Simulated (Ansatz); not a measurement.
Ga₄O₁₂H₁₂⁻, a hydroxylated oxide cluster. The state is a doublet with charge -1. Geometry r2SCAN-D4/def2-SVP, that of the neutral singlet; atoms count from 1.

```tsv
atom	x (Å)	y (Å)	z (Å)
Ga1	-1.102	0.240	-0.746
Ga2	-1.625	1.008	2.021
Ga3	1.201	-2.108	-0.264
Ga4	1.788	0.863	-1.335
O5	0.122	1.167	2.568
O6	-1.783	1.834	0.295
O7	-2.817	1.446	3.272
O8	-2.462	-0.038	-1.923
O9	3.157	1.930	-1.722
O10	0.746	0.630	0.163
O11	0.136	1.123	-2.178
O12	-1.637	-0.577	1.021
O13	0.741	-1.941	1.490
O14	2.452	-0.899	-1.129
O15	-0.259	-1.486	-1.268
O16	1.796	-3.703	-0.822
H17	0.289	1.640	3.391
H18	-1.403	2.706	0.128
H19	-3.727	1.237	3.026
H20	-3.260	0.444	-1.675
H21	2.885	2.786	-2.078
H22	0.790	0.980	1.095
H23	-0.108	0.805	-3.058
H24	-0.943	-1.230	1.294
H25	1.024	-1.101	1.882
H26	3.106	-1.317	-1.706
H27	-0.927	-2.083	-1.630
H28	1.821	-4.358	-0.114
```

Single mean-field runs in def2-TZVP are fitted with def2-universal-jkfit. The highest occupied level of the charge -1 doublet lies above zero (up to 1.40 eV). Energy differences disagree on whether the electron is bound (positive means bound): -0.14 eV (vertical, against the charge 0 singlet, at PBE0-D4/def2-TZVP), but 0.27 eV at PBE-D4/def2-TZVP.

Problem. Estimate the Mulliken populations from the PBE0/def2-TZVP orbitals of Ansatz.

Solution. 
| atom | charge (e) | spin (α − β) |
| --- | --- | --- |
| Ga1 | 0.82 | 0.01 |
| Ga2 | 0.65 | 0.00 |
| Ga3 | 0.56 | 0.13 |
| Ga4 | 0.56 | 0.20 |
| O5 | -0.64 | -0.02 |
| O6 | -0.54 | -0.02 |
| O7 | -0.58 | -0.01 |
| O8 | -0.64 | 0.00 |
| O9 | -0.53 | -0.02 |
| O10 | -0.61 | 0.01 |
| O11 | -0.53 | -0.02 |
| O12 | -0.52 | 0.01 |
| O13 | -0.63 | -0.01 |
| O14 | -0.45 | -0.04 |
| O15 | -0.52 | 0.01 |
| O16 | -0.58 | -0.01 |
| H17 | 0.25 | 0.06 |
| H18 | 0.22 | 0.11 |
| H19 | 0.28 | 0.03 |
| H20 | 0.27 | 0.02 |
| H21 | 0.25 | 0.06 |
| H22 | 0.28 | 0.11 |
| H23 | 0.24 | 0.10 |
| H24 | 0.31 | 0.06 |
| H25 | 0.28 | 0.05 |
| H26 | 0.23 | 0.12 |
| H27 | 0.28 | 0.07 |
| H28 | 0.28 | 0.02 |
Mulliken values depend strongly on the basis.

Problem. Where does the spin sit?

Solution. Summed by element: Ga 0.35, O -0.14, H 0.79, of 1 unpaired in all. Largest on single atoms: Ga4 0.20, Ga3 0.13, H26 0.12.

Problem. And the Mayer bond orders between heavy atoms (over 0.3)?

Solution. Ga1–O6 0.47 (2.02 Å); Ga1–O8 1.04 (1.82 Å); Ga1–O10 0.35 (2.10 Å); Ga1–O11 0.48 (2.09 Å); Ga1–O12 0.49 (2.02 Å); Ga1–O15 0.51 (1.99 Å); Ga2–O5 0.86 (1.84 Å); Ga2–O6 0.69 (1.92 Å); Ga2–O7 1.08 (1.78 Å); Ga2–O12 0.79 (1.87 Å); Ga3–O13 0.93 (1.82 Å); Ga3–O14 0.61 (1.94 Å); Ga3–O15 0.72 (1.88 Å); Ga3–O16 1.05 (1.79 Å); Ga4–O9 1.06 (1.78 Å); Ga4–O10 0.77 (1.84 Å); Ga4–O11 0.74 (1.87 Å); Ga4–O14 0.63 (1.89 Å).
